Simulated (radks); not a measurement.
Task: The table gives one normalised radial function P(r) = r R(r) of Au11+ in [Xe] 4f14 (r in bohr). Method: scalar-relativistic Kohn-Sham, r2SCAN, spin-polarised, spherical densities, finite nucleus; meta-GGA in the generalised Kohn-Sham scheme; Fermi nuclear charge, rms radius 5.4371 fm; computed with a radial shooting solver on a logarithmic mesh with Libxc functionals.

r	P
0.001267	0.1025
0.001663	0.1233
0.002183	0.1465
0.002888	0.1719
0.003791	0.1959
0.004976	0.2159
0.006584	0.2265
0.008642	0.2194
0.01134	0.1855
0.01501	0.1132
0.0197	0.0024
0.02586	-0.1386
0.03421	-0.2800
0.04491	-0.3501
0.05895	-0.2790
0.07799	-0.0238
0.1024	0.3128
0.1344	0.5008
0.1778	0.2839
0.2334	-0.2784
0.3063	-0.7107
0.4021	-0.4873
0.532	0.3689
0.6983	1.1293
0.9166	1.2483
1.213	0.7904
1.592	0.2986
2.089	0.0607
2.765	0.0053
3.629	0.0002

Which n and l does it have? It may be an empty orbital.

Result: n = 5, l = 0: the number of nodes gives n - l - 1 = 4, the rise at small r (about r^(l+1), flatter next to the nucleus through relativity) gives l, and the extent must fit the shell. The curve is that of 5s. 5s: eigenvalue -297.63 eV, 4 radial nodes at r = 0.0198, 0.0796, 0.206, 0.477 bohr, <r> = 0.889 bohr, 90 % of the charge inside 1.25 bohr.
